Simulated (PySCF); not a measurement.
# Tl(NC): one run

Tl(NC) (singlet). PySCF 2.14.0, RKS CAM-B3LYP, Tl def2-SVP with ECP60, N def2-SVP, C def2-SVP; non-relativistic Hamiltonian with scalar-relativistic core potentials where named; density fitting; no spin-orbit coupling. Purpose: singlet excitations, Tamm-Dancoff CAM-B3LYP.

```python
mol = gto.M(atom='''
Tl     0.00000    -0.00000    -0.24103
N      0.00000    -0.00000     2.06178
C      0.00000    -0.00000     3.25653''',
    basis={'Tl': 'def2-SVP', 'N': 'def2-SVP', 'C': 'def2-SVP'},
    ecp={'Tl': 'def2-SVP'},
    charge=0, spin=0)
mf = dft.RKS(mol, xc='CAMB3LYP')
mf.grids.atom_grid = (50, 194)
mf = mf.density_fit()  # fitting sets: Tl def2-universal-JKFIT, N def2-universal-JKFIT, C def2-universal-JKFIT
mf.conv_tol = 1e-08; mf.max_cycle = 55
mf.kernel(dm0)  # dm0: converged density of the relaxed state
td = mf.TDA(); td.nstates = 8; td.kernel()
```

Run from Python with OMP_NUM_THREADS=2; the lines above give its settings. Where DIIS fails, smearing, a level shift and second-order steps follow.
It took 19 s on 2 threads of AMD EPYC (Zen 3), with other jobs on the host, from an already converged density.

Question: Where do the frontier levels lie, over both spins?

Answer: HOMO -8.46 eV, LUMO -1.40 eV. 

Question: What are the Mulliken charges and spins?

Answer: 
| atom | charge (e) | spin (e) |
| --- | --- | --- |
| Tl1 | 0.550 | 0.000 |
| N2 | -0.294 | 0.000 |
| C3 | -0.256 | 0.000 |

Question: Which singlet excitations follow (Tamm-Dancoff, 8 states)?

Answer: 
```
state    eV  oscillator strength
    1  4.46               0.0372
    2  4.46               0.0372
    3  5.37               0.0000
    4  5.39               0.0000
    5  5.39               0.0000
    6  5.95               0.0468
    7  6.64               0.1386
    8  6.64               0.1386
```

The geometry was relaxed with PBE (Tl def2-SVP with ECP60, N def2-SVP, C def2-SVP).
